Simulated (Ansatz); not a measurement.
Consider the redistribution: `CO[SiH](C)[SiH3]` + `CO[SiH3]` → `[SiH3]O[SiH3]` + `CO[SiH](C)C`.

Calculated with Ansatz (gas phase, PBE0-D4/def2-TZVP geometries, no zero-point term in ΔE). CCSD(T)/CBS is the MP2 limit (def2-TZVPP, def2-QZVPP) plus CCSD(T) − MP2 in def2-TZVPP, frozen cores. DFT in def2-TZVPP. B3LYP here is the variant with VWN-RPA as its local correlation; programs differ in this. One conformer a species, not always the lowest.

| level | ΔE (eV) |
| --- | --- |
| PBE-D4 | -1.89 |
| r2SCAN-D4 | -2.15 |
| PBE0-D4 | -2.01 |
| B3LYP | -2.13 |
| HF/def2-TZVPP | -2.35 |
| MP2/def2-TZVPP | -2.33 |
| HF/def2-QZVPP | -2.38 |
| CCSD/CBS(def2) | -2.26 |

Task: What does CCSD(T)/CBS give? (Best estimate.)

Result: Ansatz gave: -2.22 eV. The listed levels differ from it by 0.33, 0.07, 0.21, 0.09, -0.13, -0.11, -0.16, -0.04 eV.

Largest T1 diagnostic among the species: 0.011.

From PBE to PBE0 (25 % exact exchange), in def2-TZVPP and without D4, ΔE moves by −0.12 eV.
